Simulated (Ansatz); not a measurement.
A nudged elastic band was laid between two geometries of CH$_{8}$FNOSiSn (14 atoms, charge 0, multiplicity 1).

These are results of RKS PBE-D4/def2-SVP (Ansatz 0.2.0), not measurements.

| Property | Result |
| --- | --- |
| movable images | 5 |
| climbing image | yes |
| spring | 5.0 eV/Å² |
| optimiser | quadratic models (default) |
| start path | through a guess of the saddle point |
| force threshold | 0.05 eV/Å |
| iteration limit | 60 |
| end points | relaxed |

First end point:

```xyz
14
Properties=species:S:1:pos:R:3
C -1.536 1.413 0.970
O -1.285 0.667 -0.210
Si 0.234 0.207 -0.745
N 0.171 -0.512 -2.305
F 1.112 1.593 -0.871
Sn 1.404 -1.396 0.899
H -2.631 1.553 1.072
H -1.170 0.890 1.884
H -1.057 2.417 0.934
H -0.176 0.033 -3.099
H -0.111 -1.492 -2.384
H 3.123 -1.314 0.771
H 0.983 -1.061 2.543
H 0.927 -3.028 0.569
```

Last end point:

```xyz
14
Properties=species:S:1:pos:R:3
C -1.676 1.376 0.898
O -1.337 0.566 -0.214
Si 0.226 0.182 -0.658
N 0.075 -0.493 -2.227
F 1.090 1.591 -0.581
Sn 1.444 -1.454 0.913
H -2.741 1.672 0.805
H -1.557 0.827 1.860
H -1.058 2.301 0.948
H -0.603 -0.109 -2.889
H 0.877 -0.916 -2.697
H 2.949 -1.965 0.222
H 1.800 -0.733 2.445
H 0.499 -2.873 1.202
```

Q: What changes between the two ends?

A: No bond is made or broken. The height of N4 over the plane of its neighbours goes from -0.23 to 0.18 Å.

Q: Give the energies along the band, and the barrier.

A: The forces met the threshold. The highest image is number 3 of 0 to 6, 0.009 eV above the first end and 0.040 eV above the last; the last end lies 0.030 eV below the first. A vibrational analysis at the climbing image gives one clearly imaginary mode, 66i cm⁻¹: a first-order saddle point.

```csv
image,path coordinate (Å),energy (eV),height of N4 over the plane of its neighbours (Å)
0,0.00,0.000,-0.23
1,0.45,0.001,-0.23
2,0.90,0.005,-0.22
3,1.35,0.009,-0.23
4,1.78,0.003,-0.10
5,2.21,-0.022,0.13
6,2.65,-0.030,0.18
```

Q: What is the geometry of the highest image?

A: 
```xyz
14
Properties=species:S:1:pos:R:3
C -1.638 1.328 0.934
O -1.298 0.618 -0.244
Si 0.259 0.230 -0.720
N 0.274 -0.386 -2.324
F 1.096 1.648 -0.689
Sn 1.429 -1.396 0.903
H -2.733 1.506 0.933
H -1.387 0.752 1.856
H -1.122 2.311 0.992
H -0.208 0.128 -3.067
H 0.196 -1.395 -2.467
H 3.028 -1.804 0.390
H 1.557 -0.698 2.480
H 0.533 -2.870 1.053
```

The band took 11 iterations and roughly 5 core-minutes.

Time of the run: 3.1 min on 2 threads of AMD EPYC 9R14 (Zen 4), with other jobs on the host, peak memory 0.2 GiB.
